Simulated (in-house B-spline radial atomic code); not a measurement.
## RPA and G0W0 on Hartree-Fock: Cs VIII (Cs7+)

Configuration [Kr] 4d10 5s2, mean-field start Hartree-Fock. Computed with an all-electron radial atomic-structure program (B-spline basis): all electrons, scalar-relativistic (spin-free one-electron X2C), finite nucleus, each spin shell either full or empty, empty states to l = 9 with an (l + 1/2)⁻⁴ tail; G0W0 by contour deformation at full frequency.

Command:
```bash
python run_gw.py task.json out
```
Settings (radii: box in bohr, nucleus in fm):
```
Z                        55
electrons                48
configuration            [Kr] 4d10 5s2
hamiltonian              x2c
method                   hf
lmax                     9
rms_radius               4.8041
spin_polarised           False
box_radius               8.41
intervals                66
ion_configuration        [Kr] 4d10 5s1
```

Cost of the run: 6.7 s on 1 thread of Arm Neoverse V2, on a shared host.

Energies (hartree):

```csv
term,value
mean-field total,-7771.81142
Hartree-Fock functional on these orbitals,-7771.81142
direct second order,-4.0603
second-order exchange,1.1192
SOSEX correction,1.0607
```

Task: What is the RPA correlation energy, and what remains with SOSEX?

Result: RPA gives -3.6736 hartree (-2.08 eV per electron); RPA + SOSEX gives -2.6129, and the second-order doubles (MP2) -2.9412 hartree. RPA lacks exchange-type terms and so overcorrelates at short range.

Quasi-particle levels (eV):

```tsv
level	occupied	mean field	Σx - vxc	Σc	QP weight	G0W0
5s	yes	-108.62	0.00	?	?	?
4d	yes	-176.06	0.00	0.17	0.969	-175.89
5p	no	-80.49	0.00	-1.54	0.979	-82.03
```

G0W0 = mean field + (Σx - vxc) + Σc, with Σc (partial-wave tail included) taken at the quasi-particle energy. Only the outer levels were computed. Levels of low weight are left out.

Task: Where does G0W0 put 5s?

Result: At -111.12 eV, with Σc = -2.50 eV and a quasi-particle weight of 0.979. The tabulated removal energy is 110.1 ± 0.6 eV (NIST, semi-empirical); the calculation leaves out spin-orbit coupling, Breit and QED terms, and what these don't explain is the method's own error.

Task: What does it cost to remove one electron (to [Kr] 4d10 5s1) by differences of total energies, each species on its own start (correlation terms add to the Hartree-Fock functional)?

Result: Hartree-Fock functional 108.39 eV, + RPA 110.85 eV, + RPA + SOSEX 110.34 eV, + second order 111.27 eV. Tabulated: 110.1 ± 0.6 eV (NIST, semi-empirical); the calculation leaves out spin-orbit coupling, Breit and QED terms, and what these don't explain is the method's own error.
